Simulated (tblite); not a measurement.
Compound: C4H10F3PSi2.
Numbering: `[CH2:1]=[CH:2][Si@@H:3]([CH2:4][C:5]([F:6])([F:7])[F:8])[PH:9][SiH3:10]` (hydrogens: H11, H12 on C1; H13 on C2; H14 on Si3; H15, H16 on C4; H17 on P9; H18, H19, H20 on Si10)

Computed with GFN2-xTB (tblite), gas phase: L-BFGS steps from a force-field or distance-geometry start until the largest atomic force falls under 0.01 eV/Å.

The end geometry, which sets the zero of energy:
```
atom  x, y, z in Å
C1     -0.3702    2.9864   -0.4116
C2     -0.8324    1.9426    0.2599
Si3    -0.0259    0.2376    0.2289
C4     -1.1098   -0.9733   -0.7908
C5     -2.4019   -1.2222   -0.0887
F6     -3.1252   -0.1037    0.0930
F7     -2.2318   -1.7525    1.1366
F8     -3.2098   -2.0766   -0.7464
P9      1.8967    0.3631   -0.9085
Si10    3.0322   -1.4096   -0.1560
H11     0.5201    2.9127   -1.0188
H12    -0.8514    3.9517   -0.3882
H13    -1.7307    2.0566    0.8538
H14     0.0714   -0.3043    1.5951
H15    -0.6169   -1.9350   -0.9230
H16    -1.3344   -0.5680   -1.7763
H17     2.4625    1.2675   -0.0352
H18     2.8304   -1.6698    1.2720
H19     2.5765   -2.5604   -0.9361
H20     4.4455   -1.1322   -0.4089
```

**Question.** These geometries come from the run, each turned onto the end geometry. Order them by energy, lowest first.
A.
```
atom  x, y, z in Å
C1     -0.7480    2.7967   -0.6133
C2     -0.7038    1.9710    0.4222
Si3     0.0523    0.2442    0.3261
C4     -1.0386   -0.8057   -0.8514
C5     -2.3312   -1.1279   -0.1799
F6     -2.9993   -0.0336    0.2271
F7     -2.1653   -1.8871    0.9189
F8     -3.1899   -1.8055   -0.9670
P9      2.0205    0.3748   -0.7332
Si10    3.0656   -1.4837   -0.0599
H11    -0.3231    2.5318   -1.5697
H12    -1.2038    3.7728   -0.5567
H13    -1.1354    2.2910    1.3618
H14     0.0441   -0.3925    1.6521
H15    -0.5607   -1.7431   -1.1318
H16    -1.2643   -0.2498   -1.7600
H17     2.5902    1.2164    0.2023
H18     3.0199   -1.6876    1.3894
H19     2.4092   -2.6051   -0.7310
H20     4.4565   -1.3666   -0.4954
```
B.
```
atom  x, y, z in Å
C1     -0.8024    2.8495   -0.5888
C2     -0.5895    1.9856    0.3949
Si3     0.1199    0.2657    0.2355
C4     -1.0082   -0.8209   -0.8691
C5     -2.2881   -1.1904   -0.2062
F6     -3.0616   -0.1425    0.1164
F7     -2.1092   -1.8777    0.9384
F8     -3.0455   -1.9803   -0.9913
P9      2.1004    0.4706   -0.7727
Si10    2.9075   -1.4873   -0.0264
H11    -0.6182    2.6183   -1.6241
H12    -1.1815    3.8291   -0.3768
H13    -0.7784    2.2677    1.4125
H14     0.2532   -0.3415    1.5569
H15    -0.4906   -1.7412   -1.1211
H16    -1.2484   -0.2970   -1.7936
H17     2.6489    1.2646    0.2104
H18     2.8066   -1.5336    1.4322
H19     2.0904   -2.5498   -0.6218
H20     4.2894   -1.5785   -0.4545
```
C.
```
atom  x, y, z in Å
C1     -0.3765    2.9476   -0.4527
C2     -0.8141    1.9474    0.2975
Si3    -0.0375    0.2279    0.2642
C4     -1.1092   -0.9802   -0.7728
C5     -2.4215   -1.2178   -0.1057
F6     -3.0925   -0.0829    0.1564
F7     -2.2908   -1.8553    1.0725
F8     -3.2639   -1.9708   -0.8396
P9      1.8812    0.3655   -0.8783
Si10    3.0513   -1.3954   -0.1484
H11     0.4496    2.8092   -1.1370
H12    -0.8230    3.9299   -0.4317
H13    -1.6557    2.1152    0.9570
H14     0.0517   -0.3033    1.6342
H15    -0.6266   -1.9493   -0.8896
H16    -1.3047   -0.5726   -1.7638
H17     2.4411    1.2935   -0.0233
H18     2.8793   -1.6930    1.2777
H19     2.6059   -2.5336   -0.9536
H20     4.4505   -1.0713   -0.4123
```
D.
```
atom  x, y, z in Å
C1     -0.4953    2.8889   -0.5421
C2     -0.7607    1.9648    0.3701
Si3    -0.0201    0.2281    0.3085
C4     -1.0837   -0.9326   -0.7842
C5     -2.4012   -1.1932   -0.1392
F6     -3.0370   -0.0647    0.2208
F7     -2.2959   -1.9283    0.9824
F8     -3.2592   -1.8624   -0.9331
P9      1.9117    0.3858   -0.8129
Si10    3.0558   -1.4069   -0.1309
H11     0.1734    2.6933   -1.3690
H12    -0.9224    3.8796   -0.5102
H13    -1.4346    2.2051    1.1815
H14     0.0230   -0.3660    1.6533
H15    -0.5980   -1.8937   -0.9361
H16    -1.2698   -0.4867   -1.7593
H17     2.4745    1.2618    0.0903
H18     2.9083   -1.6610    1.3043
H19     2.5716   -2.5626   -0.8867
H20     4.4545   -1.1386   -0.4567
```
E.
```
atom  x, y, z in Å
C1     -0.3781    2.9657   -0.4323
C2     -0.8311    1.9464    0.2788
Si3    -0.0338    0.2357    0.2428
C4     -1.1112   -0.9768   -0.7812
C5     -2.4151   -1.2189   -0.0968
F6     -3.1099   -0.0903    0.1288
F7     -2.2701   -1.8016    1.1065
F8     -3.2382   -2.0253   -0.7943
P9      1.8918    0.3630   -0.8922
Si10    3.0442   -1.4001   -0.1464
H11     0.4833    2.8546   -1.0717
H12    -0.8302    3.9447   -0.4129
H13    -1.6999    2.0860    0.9113
H14     0.0720   -0.3035    1.6085
H15    -0.6171   -1.9380   -0.9127
H16    -1.3204   -0.5754   -1.7710
H17     2.4521    1.2894   -0.0395
H18     2.8585   -1.6968    1.2765
H19     2.5966   -2.5451   -0.9407
H20     4.4516   -1.1032   -0.4108
```

**Answer.** E (0.004 eV), C (0.007 eV), D (0.019 eV), A (0.036 eV), B (0.136 eV).

In the order of the answer:

| step | E above end (eV) | largest force (eV/Å) | rms force component (eV/Å) | rms distance from end (Å) | rms bond change (Å) | bond most changed (Å) |
| --- | --- | --- | --- | --- | --- | --- |
| 117 | 0.004 | 0.09 | 0.025 | 0.040 | 0.001 | C1=C2 -0.002 |
| 112 | 0.007 | 0.07 | 0.022 | 0.078 | 0.001 | Si10–H20 -0.002 |
| 93 | 0.019 | 0.07 | 0.023 | 0.204 | 0.001 | C2–Si3 +0.003 |
| 66 | 0.036 | 0.04 | 0.012 | 0.394 | 0.001 | P9–H17 +0.003 |
| 3 | 0.136 | 0.46 | 0.129 | 0.487 | 0.007 | C2–Si3 -0.019 |

The cost below is that of the whole relaxation. The run took 1.5 s wall on one thread, Intel Xeon 6975P-C (x86_64), no GPU, shared host.
